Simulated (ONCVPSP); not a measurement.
# phosphorus, ONCV: configuration errors across variants

* Element: phosphorus
* Generator: ONCVPSP 4.0.1
* Type: optimised norm-conserving Vanderbilt (ONCV)
* Functional: PBEsol
* Relativity: scalar-relativistic
* Frozen core: [Ne]
* Valence charge: 5
* Reference configuration: 3s2 3p2 (charge +1)
* Partial waves: 3s: rc 1.25 bohr, ncon 5, nbas 8, qcut 5.7 1/bohr, 3 projectors, debl 3.6 Ha; 3p: rc 1.95 bohr, ncon 3, nbas 7, qcut 4.8 1/bohr, 2 projectors, debl 0.5 Ha; d scattering state at 0.27 Ha: rc 2.10 bohr, ncon 4, nbas 8, qcut 3.9 1/bohr, 2 projectors, debl 2 Ha
* Local potential: polynomial inside 1.15 bohr (lpopt 5, dvloc0 1 Ha)
* Core correction: Teter function fitted to the true core (icmod 2), fcfact 0.65

In the p channel the program set the typed energies aside and used -0.521, 0.250 Ha. In the d channel the program set the typed energies aside and used 0.050, 2.050 Ha.

All-electron excitation energies from the reference (eV): (1) 3s2 3p3 -9.698; (2) 3s2 3p1 19.112; (3) 3s2 3p0 48.818; (4) 3s2 3p2.5 -5.938.

3 further variants failed, have other tests or too few solved ones, and are left out.

A true bound ghost makes a file unfit for plane-wave use even where its test errors are small: the radial tests pick states by their node count and pass the ghost by.

Errors AE − PS in meV (a dash: test not solved or not reliable):

```tsv
change	(1)	(2)	(3)	(4)	bound ghosts	GHOST(+) flags above zero
base	+1.2	+3.2	+24	+0.6	s	s
s: rc 1.48	+1.1	+2.8	+21	+0.5	s	none
s: rc 1.62	+1.1	+3.0	+23	+0.5	s	none
s: rc 1.78	+1.1	+3.0	+23	+0.5	none	s
```

Question: Give the same row for: s: rc 1.3.

Answer: +1.2, +3.1, +23, +0.6; bound ghosts: s; GHOST(+) flags above zero: s.
